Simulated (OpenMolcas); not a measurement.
A run on Re5+ among 2 point charges of -2.5 e arranged as a linear pair (D∞h), 2.15 Å from the ion.

```
Program             : OpenMolcas 26.06
Method              : CASSCF
Basis               : ANO-RCC-VDZP [7s6p4d2f1g]
Scalar Hamiltonian  : DKH2, point nucleus
Active space        : 2 electrons in 5 orbitals (5d)
State averaging     : 2S+1 = 3 even, 10 roots; 2S+1 = 1 even, 15 roots
Spin-orbit coupling : state interaction with AMFI integrals over the reference wave functions
```

68 basis functions. Blocks (2S+1, parity, CSFs, roots kept): 3, even, 10, 10; 1, even, 15, 15.

Q: How long do the RASSCF and RASSI steps take on 1 thread of Arm Neoverse V1 (shared host)?

A: About 5.9 s of wall time, without the integral step.
